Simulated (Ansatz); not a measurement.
Relaxation of a periodic cell of 17 atoms, AlSi16 (host Si, host structure diamond, interstitial Al), to a largest force component of 0.08 eV/Å in at most 25 steps.

The calculation used Ansatz, DFT PBEsol, scalar-relativistic, plane waves, PAW. Settings: PAW set soft_1, cutoff 420 eV, k mesh 2x2x2, fermi-dirac smearing 0.05 eV, spin collinear.

```xyz
17
Lattice="0.0000 5.4300 5.4300 5.4300 0.0000 5.4300 5.4300 5.4300 0.0000" Properties=species:S:1:pos:R:3:forces:R:3
Si 0.000 0.000 0.000 -0.03 -0.12 -0.11
Si 1.357 1.357 1.357 -2.76 0.38 0.47
Si 2.715 2.715 0.000 -0.59 3.11 -0.60
Si 4.072 4.072 1.357 0.12 0.04 0.12
Si 2.715 0.000 2.715 -0.31 -0.40 2.29
Si 4.072 1.357 4.072 0.12 0.12 0.02
Si 5.430 2.715 2.715 -0.19 -0.19 -0.19
Si 6.787 4.072 4.072 -0.32 -0.31 -0.32
Si 0.000 2.715 2.715 0.31 0.33 0.31
Si 1.357 4.072 4.072 0.18 0.18 0.18
Si 2.715 5.430 2.715 -0.11 -0.12 -0.03
Si 4.072 6.787 4.072 0.45 0.35 -2.67
Si 2.715 2.715 5.430 -0.11 -0.01 -0.11
Si 4.072 4.072 6.787 0.22 -1.97 0.21
Si 5.430 5.430 5.430 2.22 -0.37 -0.29
Si 6.787 6.787 6.787 0.02 0.12 0.12
Al 3.388 6.170 6.109 0.79 -1.13 0.61
```

Problem. Where does it end, and by what steps?

Solution. The run converged. The force dipped under the threshold on the way, but the program's further checks kept it going. Limits of this set-up: coarse k mesh, PAW files made for another functional, a small cell, in which the defect meets its images. After 8 steps the energy has fallen by 2.038 eV; Al17 moved furthest, 1.02 Å. Joined: Si4–Al17 (3.47 → 2.77 Å), Si6–Al17 (3.52 → 2.77 Å), Si7–Al17 (3.49 → 2.43 Å), Si16–Al17 (3.52 → 2.77 Å).

| step | energy less start (eV) | largest force component (eV/Å) | accepted |
| --- | --- | --- | --- |
| 0 | 0.0000 | 3.108 | yes |
| 1 | -0.9722 | 1.274 | yes |
| 2 | -1.3009 | 0.223 | yes |
| 3 | -1.4328 | 0.470 | yes |
| 4 | -1.5659 | 0.257 | yes |
| 5 | -1.7064 | 0.481 | yes |
| 6 | -1.9223 | 0.315 | yes |
| 7 | -2.0377 | 0.044 | yes |
| 8 | -2.0377 | 0.044 | yes |

```xyz
17
Lattice="0.0000 5.4300 5.4300 5.4300 0.0000 5.4300 5.4300 5.4300 0.0000" Properties=species:S:1:pos:R:3
Si -0.025 -0.036 -0.038
Si 1.301 1.337 1.332
Si 2.618 2.743 -0.096
Si 4.026 4.054 1.311
Si 2.618 -0.092 2.738
Si 4.025 1.313 4.052
Si 5.405 2.691 2.690
Si 6.713 4.003 3.999
Si 0.000 2.720 2.715
Si 1.343 4.063 4.059
Si 2.676 5.394 2.691
Si 4.047 6.767 4.017
Si 2.675 2.694 5.391
Si 4.047 4.021 6.762
Si 5.453 5.338 5.333
Si 6.767 6.743 6.740
Al 3.999 6.718 6.714
```

Run time: 2.1 min on 1 thread of Arm Neoverse V1 (shared host), peak memory 0.66 GiB.
